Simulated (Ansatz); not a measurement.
Frontier orbitals of H8HfN4, SMILES `[NH2][Hf]([NH2])([NH2])[NH2]`.

Cartesian coordinates in Å:
```
N -1.925 -0.675 0.172
Hf 0.000 0.000 0.000
N 0.013 1.870 -0.836
N 0.836 0.065 1.868
N 1.077 -1.259 -1.206
H -2.748 -0.288 -0.267
H -2.213 -1.425 0.786
H 0.183 2.745 -0.363
H -0.081 2.053 -1.826
H 0.350 0.378 2.698
H 1.750 -0.268 2.139
H 1.945 -1.010 -1.660
H 0.813 -2.186 -1.507
```

Charge 0, multiplicity 1. Correlated methods include outer-core shells of Hf, which these sets cover unevenly. Hf takes the def2 core potential. The geometry is a stationary point of PBE0-D4/def2-TZVP. It is one conformer, not always the lowest. Basis def2-TZVPP, Ansatz 0.2.0.

| functional | HOMO (eV) | LUMO (eV) |
| --- | --- | --- |
| B97M-V | -5.68 | -0.52 |

Q: Give HOMO and LUMO (eV) with LDA (SPW92), PBE, revPBE, BLYP, r2SCAN, PBE0, B3LYP, r2SCANh, r2SCAN0, HSE06 (plane-wave form), BHLYP, CAM-B3LYP, LC-ωPBE, ωB97X-V, ωB97M-V, HF. (Best estimate.)

A: Ansatz gave: 
```tsv
functional	HOMO	LUMO
LDA (SPW92)	-5.52	-0.70
PBE	-5.33	-0.55
revPBE	-5.25	-0.47
BLYP	-5.21	-0.55
r2SCAN	-5.62	-0.06
PBE0	-6.71	0.13
B3LYP	-6.47	-0.16
r2SCANh	-6.14	0.19
r2SCAN0	-6.92	0.47
HSE06 (plane-wave form)	-6.30	-0.21
BHLYP	-8.01	0.63
CAM-B3LYP	-8.16	0.80
LC-ωPBE	-9.58	1.96
ωB97X-V	-9.20	1.73
ωB97M-V	-9.11	1.27
HF	-10.11	2.26
```

B3LYP here is the variant with VWN-RPA as its local correlation; programs differ in this. LC-ωPBE has ω = 0.4 bohr⁻¹. Positive LUMOs are unbound and depend on the basis.
